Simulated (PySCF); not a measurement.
H2Cl3FGeSi (SMILES F[SiH2][Ge]([Cl])([Cl])[Cl]), singlet, at a GFN2-xTB geometry; PySCF with CASSCF(8,7)/STO-3G.

PySCF was given this input:
```python
from pyscf import gto, scf, mcscf
import numpy

mol = gto.M(
    atom='''
Si    2.208981   -0.251512   -0.092994
F     2.786468    1.068145    0.602359
Ge   -0.199825   -0.061797   -0.034921
Cl   -1.094343   -0.102782    1.922003
Cl   -1.036434    1.678596   -0.983954
Cl   -1.101620   -1.725385   -1.071989
H     2.651783   -1.356950    0.737768
H     2.689423   -0.214953   -1.462646
''',
    basis='sto-3g',
    charge=0,
    spin=0,
    verbose=4,
)

mf = scf.RHF(mol)
mf.kernel()
mc = mcscf.CASSCF(mf, 7, 8)
mc.fix_spin_(ss=0.0)
mc.kernel()
occ = numpy.linalg.eigvalsh(mc.fcisolver.make_rdm1(mc.ci, mc.ncas, mc.nelecas))[::-1]
ss = mc.fcisolver.spin_square(mc.ci, mc.ncas, mc.nelecas)[0]
print('natural occupations', occ.round(4), ' <S^2>', round(ss, 4))
```

Question: Write the output that PySCF gives for this input, abridged.

Answer: 
```
PySCF version 2.14.0

[INPUT] verbose = 4
[INPUT] num. atoms = 8
[INPUT] num. electrons = 108
[INPUT] charge = 0
[INPUT] spin (= nelec alpha-beta = 2S) = 0
[INPUT] symmetry False subgroup None
[INPUT] Mole.unit = angstrom
[INPUT] Symbol           X                Y                Z      unit          X                Y                Z       unit  Magmom
[...]
nuclear repulsion = 912.104972419487
number of shells = 33
number of NR pGTOs = 183
number of NR cGTOs = 61
basis = sto-3g
ecp = {}

******** <class 'pyscf.scf.hf.RHF'> ********
method = RHF
initial guess = minao
damping factor = 0
level_shift factor = 0
DIIS = <class 'pyscf.scf.diis.CDIIS'>
diis_start_cycle = 1
diis_space = 8
diis_damp = 0
SCF conv_tol = 1e-09
SCF conv_tol_grad = None
SCF max_cycles = 50
direct_scf = True
direct_scf_tol = 1e-13
Set gradient conv threshold to 3.16228e-05
Initial guess from minao.
init E= -3796.84272510077
[...]
cycle= 1 E= -3800.41534577607  delta_E= -3.57  |g|= 0.445  |ddm|= 3.36
[...]
cycle= 2 E= -3800.51105622807  delta_E= -0.0957  |g|= 0.101  |ddm|= 1.04
[...]
cycle= 3 E= -3800.51667392102  delta_E= -0.00562  |g|= 0.029  |ddm|= 0.235
[...]
cycle= 4 E= -3800.51745106048  delta_E= -0.000777  |g|= 0.00661  |ddm|= 0.106
[...]
cycle= 5 E= -3800.51749311707  delta_E= -4.21e-05  |g|= 0.000974  |ddm|= 0.028
[...]
cycle= 6 E= -3800.51749392602  delta_E= -8.09e-07  |g|= 0.000182  |ddm|= 0.00331
[...]
cycle= 7 E= -3800.51749395392  delta_E= -2.79e-08  |g|= 4.65e-05  |ddm|= 0.000585
[...]
cycle= 8 E= -3800.51749395611  delta_E= -2.19e-09  |g|= 1.16e-05  |ddm|= 0.000173
[...]
cycle= 9 E= -3800.51749395624  delta_E= -1.3e-10  |g|= 2.56e-06  |ddm|= 4.52e-05
[...]
Extra cycle  E= -3800.51749395623  delta_E= 1e-11  |g|= 1.22e-06  |ddm|= 6.17e-06
converged SCF energy = -3800.51749395623

******** <class 'pyscf.mcscf.mc1step.CASSCF'> ********
CAS (4e+4e, 7o), ncore = 50, nvir = 4
max_cycle_macro = 50
max_cycle_micro = 4
conv_tol = 1e-07
conv_tol_grad = None
orbital rotation max_stepsize = 0.02
orbital rotation threshold for CI restart = 0.01
augmented hessian ah_max_cycle = 30
augmented hessian ah_conv_tol = 1e-12
augmented hessian ah_linear dependence = 1e-14
augmented hessian ah_level shift = 1e-08
augmented hessian ah_start_tol = 2.5
augmented hessian ah_start_cycle = 3
augmented hessian ah_grad_trust_region = 3
kf_trust_region = 3
kf_interval = 4
ci_response_space = 4
ci_grad_trust_region = 3
with_dep4 0
natorb = False
canonicalization = True
sorting_mo_energy = False
ao2mo_level = 2
internal_rotation = False
******** <class 'pyscf.fci.addons.SpinPenaltyFCISolver'> ********
max. cycles = 50
conv_tol = 1e-08
davidson only = True
linear dependence = 1e-12
level shift = 0.001
max iter space = 12
nroots = 1
pspace_size = 400
spin = None
CASCI E = -3800.52209009742  S^2 = 0.0000000
Set conv_tol_grad to 0.000316228
macro iter   1 ( 21 JK    4 micro), CASSCF E = -3800.52651710077  dE = -4.42700335e-03  S^2 = 0.0000000
               |grad[o]|=0.00865  |grad[c]|=0.0256  |ddm|=0.035  |maxRot[o]|=0.264
macro iter   2 ( 21 JK    4 micro), CASSCF E = -3800.52958315587  dE = -3.06605509e-03  S^2 = 0.0000000
               |grad[o]|=0.0105  |grad[c]|=0.0221  |ddm|=0.0311  |maxRot[o]|=0.201
macro iter   3 ( 17 JK    4 micro), CASSCF E = -3800.53276132470  dE = -3.17816883e-03  S^2 = 0.0000000
               |grad[o]|=0.0111  |grad[c]|=0.0172  |ddm|=0.0475  |maxRot[o]|=0.219
macro iter   4 ( 17 JK    4 micro), CASSCF E = -3800.53538743311  dE = -2.62610841e-03  S^2 = 0.0000000
               |grad[o]|=0.00924  |grad[c]|=0.0153  |ddm|=0.0305  |maxRot[o]|= 0.14
macro iter   5 ( 12 JK    3 micro), CASSCF E = -3800.53727582136  dE = -1.88838825e-03  S^2 = 0.0000000
               |grad[o]|=0.0075  |grad[c]|=0.0252  |ddm|=0.0114  |maxRot[o]|=0.119
macro iter   6 ( 21 JK    4 micro), CASSCF E = -3800.54079617703  dE = -3.52035567e-03  S^2 = 0.0000000
               |grad[o]|=0.00832  |grad[c]|=0.0511  |ddm|=0.0252  |maxRot[o]|= 0.25
macro iter   7 ( 21 JK    4 micro), CASSCF E = -3800.54277090651  dE = -1.97472947e-03  S^2 = 0.0000000
               |grad[o]|=0.0105  |grad[c]|=0.00779  |ddm|=0.00963  |maxRot[o]|=0.153
macro iter   8 (  7 JK    2 micro), CASSCF E = -3800.54449108543  dE = -1.72017892e-03  S^2 = 0.0000000
               |grad[o]|=0.00789  |grad[c]|=0.00663  |ddm|=0.0081  |maxRot[o]|=0.0698
macro iter   9 (  7 JK    2 micro), CASSCF E = -3800.54553829301  dE = -1.04720758e-03  S^2 = 0.0000000
               |grad[o]|=0.00589  |grad[c]|=0.00155  |ddm|=0.00881  |maxRot[o]|=0.0697
macro iter  10 (  7 JK    2 micro), CASSCF E = -3800.54615847861  dE = -6.20185602e-04  S^2 = 0.0000000
               |grad[o]|=0.00423  |grad[c]|=0.000894  |ddm|=0.00778  |maxRot[o]|=0.0697
macro iter  11 (  7 JK    2 micro), CASSCF E = -3800.54653245460  dE = -3.73975992e-04  S^2 = 0.0000000
               |grad[o]|=0.00298  |grad[c]|=0.00254  |ddm|=0.00657  |maxRot[o]|=0.0697
macro iter  12 (  7 JK    2 micro), CASSCF E = -3800.54672823755  dE = -1.95782946e-04  S^2 = 0.0000000
               |grad[o]|=0.00195  |grad[c]|=0.00525  |ddm|=0.00545  |maxRot[o]|=0.0698
macro iter  13 (  6 JK    2 micro), CASSCF E = -3800.54678149478  dE = -5.32572280e-05  S^2 = 0.0000000
               |grad[o]|=0.000989  |grad[c]|=0.00323  |ddm|=0.00311  |maxRot[o]|=0.0499
macro iter  14 (  5 JK    2 micro), CASSCF E = -3800.54679299266  dE = -1.14978830e-05  S^2 = 0.0000000
               |grad[o]|=0.000389  |grad[c]|=0.000374  |ddm|=0.00169  |maxRot[o]|=0.0224
macro iter  15 (  5 JK    2 micro), CASSCF E = -3800.54680324592  dE = -1.02532549e-05  S^2 = 0.0000000
               |grad[o]|=0.000239  |grad[c]|=0.000628  |ddm|=0.00168  |maxRot[o]|=0.0215
macro iter  16 (  4 JK    2 micro), CASSCF E = -3800.54680809688  dE = -4.85096825e-06  S^2 = 0.0000000
               |grad[o]|=0.000284  |grad[c]|=0.00104  |ddm|=0.00083  |maxRot[o]|= 0.01
macro iter  17 (  4 JK    2 micro), CASSCF E = -3800.54681302135  dE = -4.92446316e-06  S^2 = 0.0000000
[...]
macro iter  22 (  4 JK    2 micro), CASSCF E = -3800.54683780668  dE = -4.95257063e-06  S^2 = 0.0000000
               |grad[o]|=0.000298  |grad[c]|=0.00101  |ddm|=0.000706  |maxRot[o]|= 0.01
macro iter  23 (  4 JK    2 micro), CASSCF E = -3800.54684272949  dE = -4.92281151e-06  S^2 = 0.0000000
               |grad[o]|=0.000294  |grad[c]|=0.001  |ddm|=0.000676  |maxRot[o]|= 0.01
macro iter  24 (  4 JK    2 micro), CASSCF E = -3800.54684760987  dE = -4.88038313e-06  S^2 = 0.0000000
               |grad[o]|=0.000289  |grad[c]|=0.000993  |ddm|=0.000649  |maxRot[o]|= 0.01
macro iter  25 (  4 JK    2 micro), CASSCF E = -3800.54685244300  dE = -4.83313124e-06  S^2 = 0.0000000
               |grad[o]|=0.000286  |grad[c]|=0.000987  |ddm|=0.000562  |maxRot[o]|= 0.01
macro iter  26 (  4 JK    2 micro), CASSCF E = -3800.54685721887  dE = -4.77587218e-06  S^2 = 0.0000000
               |grad[o]|=0.000277  |grad[c]|=0.00098  |ddm|=0.000521  |maxRot[o]|= 0.01
macro iter  27 (  4 JK    2 micro), CASSCF E = -3800.54686192802  dE = -4.70914665e-06  S^2 = 0.0000000
               |grad[o]|=0.000267  |grad[c]|=0.000977  |ddm|=0.000513  |maxRot[o]|= 0.01
macro iter  28 (  4 JK    2 micro), CASSCF E = -3800.54686656351  dE = -4.63548440e-06  S^2 = 0.0000000
               |grad[o]|=0.000258  |grad[c]|=0.000973  |ddm|=0.000493  |maxRot[o]|= 0.01
macro iter  29 (  4 JK    2 micro), CASSCF E = -3800.54687111992  dE = -4.55641566e-06  S^2 = 0.0000000
               |grad[o]|=0.000248  |grad[c]|=0.000969  |ddm|=0.000448  |maxRot[o]|= 0.01
macro iter  30 (  4 JK    2 micro), CASSCF E = -3800.54687558998  dE = -4.47006141e-06  S^2 = 0.0000000
               |grad[o]|=0.000236  |grad[c]|=0.000965  |ddm|=0.000421  |maxRot[o]|= 0.01
macro iter  31 (  4 JK    2 micro), CASSCF E = -3800.54687996698  dE = -4.37699782e-06  S^2 = 0.0000000
               |grad[o]|=0.000223  |grad[c]|=0.000963  |ddm|=0.000396  |maxRot[o]|= 0.01
macro iter  32 (  4 JK    2 micro), CASSCF E = -3800.54688424629  dE = -4.27930672e-06  S^2 = 0.0000000
               |grad[o]|=0.000211  |grad[c]|=0.000959  |ddm|=0.000355  |maxRot[o]|= 0.01
macro iter  33 (  3 JK    1 micro), CASSCF E = -3800.54689248440  dE = -8.23811297e-06  S^2 = 0.0000000
               |grad[o]|=0.000197  |grad[c]|=0.00195  |ddm|=0.000419  |maxRot[o]|= 0.02
macro iter  34 (  3 JK    1 micro), CASSCF E = -3800.54690025451  dE = -7.77011064e-06  S^2 = 0.0000000
               |grad[o]|=0.000163  |grad[c]|=0.00196  |ddm|=0.000369  |maxRot[o]|= 0.02
macro iter  35 (  3 JK    1 micro), CASSCF E = -3800.54690753065  dE = -7.27614315e-06  S^2 = 0.0000000
               |grad[o]|=0.000136  |grad[c]|=0.00197  |ddm|=0.000277  |maxRot[o]|= 0.02
macro iter  36 (  3 JK    1 micro), CASSCF E = -3800.54691385648  dE = -6.32582851e-06  S^2 = 0.0000000
               |grad[o]|=0.000117  |grad[c]|=0.00184  |ddm|=0.00021  |maxRot[o]|=0.0188
macro iter  37 (  3 JK    1 micro), CASSCF E = -3800.54691922058  dE = -5.36409379e-06  S^2 = 0.0000000
               |grad[o]|=9.78e-05  |grad[c]|=0.00168  |ddm|=0.000141  |maxRot[o]|=0.0173
macro iter  38 (  3 JK    1 micro), CASSCF E = -3800.54692371105  dE = -4.49047457e-06  S^2 = 0.0000000
               |grad[o]|=8.87e-05  |grad[c]|=0.00153  |ddm|=0.000114  |maxRot[o]|=0.0158
macro iter  39 (  3 JK    1 micro), CASSCF E = -3800.54692743026  dE = -3.71920851e-06  S^2 = 0.0000000
               |grad[o]|=8.05e-05  |grad[c]|=0.00138  |ddm|=0.000105  |maxRot[o]|=0.0144
macro iter  40 (  3 JK    1 micro), CASSCF E = -3800.54693048077  dE = -3.05050889e-06  S^2 = 0.0000000
               |grad[o]|=7.8e-05  |grad[c]|=0.00124  |ddm|=0.000111  |maxRot[o]|=0.013
macro iter  41 (  3 JK    1 micro), CASSCF E = -3800.54693296208  dE = -2.48131346e-06  S^2 = 0.0000000
               |grad[o]|=7.46e-05  |grad[c]|=0.00111  |ddm|=0.000119  |maxRot[o]|=0.0117
macro iter  42 (  3 JK    1 micro), CASSCF E = -3800.54693496617  dE = -2.00408704e-06  S^2 = 0.0000000
               |grad[o]|=7.21e-05  |grad[c]|=0.000991  |ddm|=0.000125  |maxRot[o]|=0.0105
macro iter  43 (  3 JK    1 micro), CASSCF E = -3800.54693657552  dE = -1.60935224e-06  S^2 = 0.0000000
               |grad[o]|=6.87e-05  |grad[c]|=0.000884  |ddm|=0.000127  |maxRot[o]|=0.00937
macro iter  44 (  3 JK    1 micro), CASSCF E = -3800.54693786171  dE = -1.28618558e-06  S^2 = 0.0000000
               |grad[o]|=6.51e-05  |grad[c]|=0.000788  |ddm|=0.000127  |maxRot[o]|=0.00836
macro iter  45 (  3 JK    1 micro), CASSCF E = -3800.54693888584  dE = -1.02413696e-06  S^2 = 0.0000000
               |grad[o]|=6.1e-05  |grad[c]|=0.000702  |ddm|=0.000124  |maxRot[o]|=0.00745
macro iter  46 (  3 JK    1 micro), CASSCF E = -3800.54693969887  dE = -8.13028237e-07  S^2 = 0.0000000
               |grad[o]|=5.67e-05  |grad[c]|=0.000624  |ddm|=0.000119  |maxRot[o]|=0.00664
macro iter  47 (  3 JK    1 micro), CASSCF E = -3800.54694034287  dE = -6.43997737e-07  S^2 = 0.0000000
               |grad[o]|=5.23e-05  |grad[c]|=0.000555  |ddm|=0.000112  |maxRot[o]|=0.0059
macro iter  48 (  3 JK    1 micro), CASSCF E = -3800.54694085206  dE = -5.09192432e-07  S^2 = 0.0000000
               |grad[o]|=4.8e-05  |grad[c]|=0.000493  |ddm|=0.000105  |maxRot[o]|=0.00524
macro iter  49 (  3 JK    1 micro), CASSCF E = -3800.54694125417  dE = -4.02108981e-07  S^2 = 0.0000000
               |grad[o]|=4.38e-05  |grad[c]|=0.000438  |ddm|=9.78e-05  |maxRot[o]|=0.00466
macro iter  50 (  3 JK    1 micro), CASSCF E = -3800.54694157145  dE = -3.17281774e-07  S^2 = 0.0000000
               |grad[o]|=3.98e-05  |grad[c]|=0.000389  |ddm|=9.02e-05  |maxRot[o]|=0.00414
1-step CASSCF not converged,  50 macro (303 JK  95 micro) steps
CASSCF canonicalization
Density matrix diagonal elements [1.99260162 1.98801958 1.98354191 1.97921033 0.0205112  0.01874919
 0.01736617]
CASSCF energy = -3800.54694157145
CASCI E = -3800.54694157145  E(CI) = -11.7239759160516  S^2 = 0.0000000
natural occupations [1.9977 1.9869 1.9805 1.9787 0.0234 0.018  0.0148]  <S^2> 0.0
```

The run did not converge; its last values are not results.
